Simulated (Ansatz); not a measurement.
Species: fluoroboronic acid, sum formula H2BO2F (charge 0, singlet). 
Coordinates optimised at B3LYP-D3(BJ)/def2-TZVP (Ansatz, a quantum-chemistry and plane-wave program):
```xyz
6

B     -0.0174     0.0136     0.0008
F      0.3228     1.3060     0.0664
O     -1.3369    -0.2935    -0.0072
O      0.9426    -0.9533    -0.0556
H     -1.5039    -1.2399    -0.0557
H      1.8407    -0.6079    -0.0430
```
Charge 0, spin multiplicity 1.

Computed values are from Ansatz. Valence correlation only, unless marked. Open shells are spin-unrestricted. Spin-orbit coupling is left out. Non-relativistic. CBS marks a two-point X^-3 extrapolation of the correlation energy; Hartree-Fock from the larger set.

```json
{
  "atomisation energy De": "2704.6 kJ/mol at CCSD(T)/CBS(cc-pVTZ,cc-pVQZ)",
  "total_energy": "-276.3059 Eh at CCSD(T)/CBS(cc-pVTZ,cc-pVQZ)",
  "dipole_moment": "1.86 D at CCSD(T)/aug-cc-pVDZ",
  "T1 diagnostic": "0.011 at CCSD/cc-pVQZ"
}
```
